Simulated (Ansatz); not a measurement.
The cluster Na₃Sb. The state is a singlet with charge 0. Geometry r2SCAN-D4/def2-TZVP, basis def2-TZVP, Ansatz.

```xyz
4

Na   -1.934    0.793    1.075
Na   -0.285   -0.998   -2.109
Na    1.700   -0.870    1.370
Sb    0.519    1.075   -0.336
```

```tsv
run	HOMO (eV)	LUMO (eV)
A	-4.36	-0.90
B	-3.24	-1.63
C	-4.75	-0.75
D	-5.37	-0.08
E	-3.23	-1.79
F	-3.88	-1.34
```

In the def2 sets Sb takes a core potential; there is no spin–orbit coupling. The structure comes from a short search, and lower isomers may exist.

**Question.** The runs used BHLYP, CAM-B3LYP, PBE0, r2SCAN, revPBE, ωB97X-V. Estimate which is which.

**Answer.** A BHLYP (50 % exact exchange); B r2SCAN (0 % exact exchange); C CAM-B3LYP (range-separated); D ωB97X-V (range-separated); E revPBE (0 % exact exchange); F PBE0 (25 % exact exchange). Exact exchange lowers occupied and raises empty levels; among semilocal functionals meta-GGAs tend to open the gap a little, and such runs are hard to tell apart. The gap grows from 1.44 eV (revPBE) to 5.29 eV (ωB97X-V).
